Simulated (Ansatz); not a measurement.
# Ligand exchange: Cd(CH3)2 + CH4S → Cd(CH3)(SH) + C2H6

Species: Cd(CH3)2 (dimethylcadmium), singlet; CH4S (methanethiol) `CS`, singlet; Cd(CH3)(SH), singlet; C2H6 (ethane) `CC`, singlet. The partners trade CH3 for SH: Cd–CH3 and C–SH bonds give way to Cd–SH and C–CH3.

Shapes, held fixed at every level: PBE0-D4/def2-TZVP. Programs: Ansatz 0.2.0. Electronic energies: no zero-point or thermal term.

(1) Estimate ΔE of this reaction.

Answers

(1) The highest level, CCSD(T)/def2-TZVPP, gives ΔE = -125.4 kJ/mol; the levels span -163.1 to -123.6. The column of differences is taken from that level and isn't an error. No measured value is set beside it here. For atoms past krypton def2 sets carry core potentials with scalar relativity. Outer-core shells of Cd are correlated in most correlated rows, in sets that cover them unevenly. Times are processor times on shared x86 and Arm servers, and rough.

```json
{"level": "HF/def2-SVP", "kind": "Hartree–Fock", "ΔE (kJ/mol)": "-163.1", "less CCSD(T)/def2-TZVPP": "-37.7", "CPU time (sum over the molecules)": "–"}
{"level": "SPW92/def2-TZVPP", "kind": "LDA", "ΔE (kJ/mol)": "-123.6", "less CCSD(T)/def2-TZVPP": "+1.8", "CPU time (sum over the molecules)": "7.8 s"}
{"level": "BHLYP-D4/def2-TZVPP", "kind": "global hybrid", "ΔE (kJ/mol)": "-138.9", "less CCSD(T)/def2-TZVPP": "-13.5", "CPU time (sum over the molecules)": "17 s"}
{"level": "r2SCAN0-D4/def2-TZVPP", "kind": "global hybrid", "ΔE (kJ/mol)": "-135.4", "less CCSD(T)/def2-TZVPP": "-10.0", "CPU time (sum over the molecules)": "25 s"}
{"level": "wB97M-V/def2-TZVPP", "kind": "range-separated hybrid", "ΔE (kJ/mol)": "-129.0", "less CCSD(T)/def2-TZVPP": "-3.6", "CPU time (sum over the molecules)": "65 s"}
{"level": "MP2/def2-TZVPP", "kind": "perturbation theory", "ΔE (kJ/mol)": "-123.8", "less CCSD(T)/def2-TZVPP": "+1.6", "CPU time (sum over the molecules)": "–"}
{"level": "CCSD(T)/def2-TZVPP", "kind": "coupled cluster or CI", "ΔE (kJ/mol)": "-125.4", "less CCSD(T)/def2-TZVPP": "0.0", "CPU time (sum over the molecules)": "8.9 min"}
```
